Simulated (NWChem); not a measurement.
System: CH$_{7}$GaN$_{2}$; SMILES [CH3][Ga]([NH2])[NH2]

Here is an NWChem input.

```
start job
memory heap 200 mb stack 900 mb global 1100 mb
geometry units angstroms noautoz
  Ga    -0.000349     0.001381     0.011823
  C      0.004523     1.971208    -0.027440
  H     -0.047721     2.379948     1.001914
  H     -0.866960     2.357122    -0.592060
  H      0.928653     2.355888    -0.501729
  N     -1.552718    -0.974782    -0.046182
  H     -2.472163    -0.550390     0.079861
  H     -1.591961    -1.984407     0.099722
  N      1.547527    -0.981967    -0.046358
  H      1.582114    -1.991634     0.100625
  H      2.468213    -0.561294     0.083334
end
basis spherical
  Ga library 6-31g*
  C library 6-31g*
  H library 6-31g*
  N library 6-31g*
end
dft
  xc xpbe96 cpbe96
  grid xcoarse
  iterations 150
  mulliken
end
task dft gradient
```

NWChem printed, in part:

```
             Northwest Computational Chemistry Package (NWChem) 7.3.0
             --------------------------------------------------------

 C1  symmetry detected

                             Geometry "geometry" -> ""
                             -------------------------

 Output coordinates in angstroms (scale by  1.889725989 to convert to a.u.)

  No.       Tag          Charge          X              Y              Z
 ---- ---------------- ---------- -------------- -------------- --------------
    1 Ga                  31.0000    -0.00000103    -0.00170028     0.01482583
    2 C                    6.0000    -0.00070973     1.96816237    -0.02291515
    3 H                    1.0000    -0.05403666     2.37595736     1.00675808
    4 H                    1.0000    -0.87332275     2.35204317    -0.58717576
    5 H                    1.0000     0.92229306     2.35582402    -0.49697137
    6 N                    7.0000    -1.54960384    -0.98221010    -0.04382496
    7 H                    1.0000    -2.47023778    -0.56052091     0.08261032
    8 H                    1.0000    -1.58597725    -1.99205461     0.10130147
    9 N                    7.0000     1.55064906    -0.98061597    -0.04422341
   10 H                    1.0000     1.58810555    -1.99029424     0.10197682
   11 H                    1.0000     2.47014953    -0.55743787     0.08572924

 Effective nuclear repulsion energy (a.u.)     281.6030100580

  pbe96 is a nonlocal functional; adding pw91lda local functional.

                                 NWChem DFT Module
                                 -----------------

 Summary of "ao basis" -> "ao basis" (spherical)
 ------------------------------------------------------------------------------
       Tag                 Description            Shells   Functions and Types
 ---------------- ------------------------------  ------  ---------------------
 Ga                          6-31g*                 12       32   5s4p3d
 C                           6-31g*                  6       14   3s2p1d
 H                           6-31g*                  2        2   2s
 N                           6-31g*                  6       14   3s2p1d

            General Information
            -------------------
          SCF calculation type: DFT
          Wavefunction type:  closed shell.
          No. of atoms     :    11
          No. of electrons :    58
           Alpha electrons :    29
            Beta electrons :    29
          Charge           :     0
          Spin multiplicity:     1
          Use of symmetry is: off; symmetry adaption is: off
          Maximum number of iterations: 150
          AO basis - number of functions:    88
                     number of shells:    44
          Convergence on energy requested:  1.00D-06
          Convergence on density requested:  1.00D-05
          Convergence on gradient requested:  5.00D-04

              XC Information
              --------------
          PerdewBurkeErnzerhof Exchange Functional  1.000
            Perdew 1991 LDA Correlation Functional  1.000 local
           PerdewBurkeErnz. Correlation Functional  1.000 non-local

             Grid Information
             ----------------
          Grid used for XC integration:  xcoarse
          Radial quadrature: Mura-Knowles
          Angular quadrature: Lebedev.
          Tag              B.-S. Rad. Rad. Pts. Rad. Cut. Ang. Pts.
          ---              ---------- --------- --------- ---------
          Ga                  1.30       75           7.0       194
          C                   0.70       21          10.0       194
          H                   0.35       21          11.0       194
          N                   0.65       21          10.0       194
          Grid pruning is: on
          Number of quadrature shells:   285
          Spatial weights used:  Erf1

      Superposition of Atomic Density Guess
      -------------------------------------

 Sum of atomic energies:       -2072.68075673

      Non-variational initial energy
      ------------------------------

 Total energy =   -2074.394229
 1-e energy   =   -3445.567354
 2-e energy   =    1089.570115
 HOMO         =      -0.328272
 LUMO         =       0.000117

     ---------------------------------------------
      Total Density - Mulliken Population Analysis
     ---------------------------------------------

[...]

                         DFT ENERGY GRADIENTS

    atom               coordinates                        gradient
                 x          y          z           x          y          z
   1 Ga     -0.000002  -0.003213   0.028017    0.000034  -0.006695  -0.001518
   2 C      -0.001341   3.719288  -0.043303    0.000073  -0.007207  -0.000266
   3 H      -0.102114   4.489908   1.902497   -0.000283   0.001717   0.003018
   4 H      -1.650341   4.444717  -1.109601   -0.002599   0.001532  -0.001527
   5 H       1.742881   4.451862  -0.939140    0.002796   0.001500  -0.001235
   6 N      -2.928327  -1.856108  -0.082817    0.009886   0.006295   0.001345
   7 H      -4.668073  -1.059231   0.156111   -0.001426  -0.000804  -0.000223
   8 H      -2.997062  -3.764437   0.191432   -0.001354  -0.000916  -0.000344
   9 N       2.930302  -1.853095  -0.083570   -0.009907   0.006286   0.001335
  10 H       3.001084  -3.761111   0.192708    0.001353  -0.000911  -0.000345
  11 H       4.667906  -1.053405   0.162005    0.001427  -0.000797  -0.000239
```

Level: PBE/6-31G* (spherical d). The geometry was optimised at PBE-D3(BJ)/def2-SVP.
